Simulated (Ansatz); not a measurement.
Ga3H5, relaxed as a singlet with RKS r2SCAN-D4/def2-SVP in Ansatz, starting from the GFN2-xTB geometry. Force threshold 0.02 eV/Å.

The structure comes from a short search, and lower isomers may exist.

Start:

```xyz
8

Ga   -1.135   -0.581    1.245
Ga   -0.369   -0.654   -1.249
Ga    1.461    1.090   -0.241
H    -2.041   -0.837    2.684
H     2.769    2.229    0.118
H     0.311   -2.013   -1.886
H    -1.320    0.018   -2.416
H     0.325    0.747    1.745
```

```csv
step,energy (eV),largest force component (eV/Å),SCF passes
1,-157192.5752,1.346,16
2,-157193.2428,0.653,20
3,-157193.4898,0.400,19
4,-157193.5725,0.194,19
5,-157193.5905,0.190,19
6,-157193.5982,0.119,18
7,-157193.6060,0.026,17
8,-157193.6063,0.017,19
9,-157193.6065,0.008,13
10,-157193.6065,0.010,14
11,-157193.6069,0.032,18
12,-157193.6076,0.141,18
13,-157193.6104,0.114,18
14,-157193.6256,0.208,18
15,-157193.6608,0.250,19
16,-157193.7052,0.171,20
17,-157193.7576,0.247,19
18,-157193.8289,0.224,20
19,-157193.9209,0.321,20
20,-157194.0209,0.270,19
21,-157194.0815,0.261,20
22 (rejected),-157194.0781,0.274,20
23,-157194.0852,0.166,19
24,-157194.1008,0.072,19
25,-157194.1036,0.069,20
26,-157194.1072,0.012,19
```

Force components are those of the run's own axes.

End:

Cartesian coordinates in Å:
```
Ga -0.6473 -0.4076 0.9969
Ga 0.1923 -0.6816 -1.3797
Ga 1.2531 0.9219 -0.0628
H -1.8413 -0.4597 2.0101
H 2.4654 1.6015 0.6223
H 0.1346 -1.9245 -2.3019
H -1.3658 -0.3928 -0.6814
H -0.1911 1.3429 0.7966
```

Bonds formed: Ga1–H7, Ga1–H8, Ga3–H8 (atoms count from 1). Metal–metal contacts that move far: Ga1–Ga3 3.43 to 2.55 Å.

The force fell under the threshold at step 8, but the optimiser went on and released 0.501 eV more. No frequencies were taken in this run, so the end may be a saddle point.

Hardware: 4 threads of Arm Neoverse V2 on a shared host. Wall time 44 s.
